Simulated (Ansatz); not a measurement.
`[CH3][GeH]([CH3])[SiH3]` + `FC(S)=[Se]` → `[CH3][GeH]([SiH3])[SH]` + `CC(F)=[Se]`  (redistribution)

Computed with Ansatz on PBE0-D4/def2-TZVP structures; ΔE is electronic, products minus reactants. CBS: MP2 limit from def2 TZ/QZ plus the TZ coupled-cluster correction, frozen cores. Functionals use def2-TZVPP. B3LYP here is the variant with VWN-RPA as its local correlation; programs differ in this. For Ge, Se outer-core shells are correlated without core-valence functions, which leaves a few kJ/mol of doubt a bond. Scalar relativity is left out up to krypton. One conformer a species, not always the lowest.

```json
{"level": "r2SCAN-D4", "ΔE (kJ/mol)": "-68.0", "difference from CCSD(T)/CBS": "8.0"}
{"level": "PBE0-D4", "ΔE (kJ/mol)": "-72.5", "difference from CCSD(T)/CBS": "3.5"}
{"level": "B3LYP-D4", "ΔE (kJ/mol)": "-71.5", "difference from CCSD(T)/CBS": "4.5"}
{"level": "ωB97X-V", "ΔE (kJ/mol)": "-77.0", "difference from CCSD(T)/CBS": "-1.0"}
{"level": "PBE", "ΔE (kJ/mol)": "-63.6", "difference from CCSD(T)/CBS": "12.4"}
{"level": "r2SCAN", "ΔE (kJ/mol)": "-68.1", "difference from CCSD(T)/CBS": "7.9"}
{"level": "B3LYP", "ΔE (kJ/mol)": "-71.4", "difference from CCSD(T)/CBS": "4.6"}
{"level": "HF/def2-TZVPP", "ΔE (kJ/mol)": "-96.3", "difference from CCSD(T)/CBS": "-20.3"}
{"level": "SCS-MP2/def2-TZVPP", "ΔE (kJ/mol)": "-73.5", "difference from CCSD(T)/CBS": "2.5"}
{"level": "CCSD/def2-TZVPP", "ΔE (kJ/mol)": "-78.9", "difference from CCSD(T)/CBS": "-2.9"}
{"level": "CCSD(T)/def2-TZVPP", "ΔE (kJ/mol)": "-74.9", "difference from CCSD(T)/CBS": "1.1"}
{"level": "HF/def2-QZVPP", "ΔE (kJ/mol)": "-96.7", "difference from CCSD(T)/CBS": "-20.7"}
{"level": "MP2/def2-QZVPP", "ΔE (kJ/mol)": "-71.3", "difference from CCSD(T)/CBS": "4.7"}
{"level": "SCS-MP2/def2-QZVPP", "ΔE (kJ/mol)": "-74.5", "difference from CCSD(T)/CBS": "1.5"}
{"level": "HF/CBS(def2)", "ΔE (kJ/mol)": "-96.7", "difference from CCSD(T)/CBS": "-20.7"}
{"level": "MP2/CBS(def2)", "ΔE (kJ/mol)": "-71.6", "difference from CCSD(T)/CBS": "4.4"}
{"level": "CCSD(T)/CBS", "ΔE (kJ/mol)": "-76.0", "difference from CCSD(T)/CBS": "0"}
```

Largest T1 diagnostic among the species: 0.016.

From PBE to PBE0 (25 % exact exchange), in def2-TZVPP and without D4, ΔE moves by −8.7 kJ/mol. In def2-TZVPP, CCSD(T) changes the Hartree–Fock value by +21.4 kJ/mol (the triples alone add +4.0 kJ/mol) and MP2 by +25.8 kJ/mol.
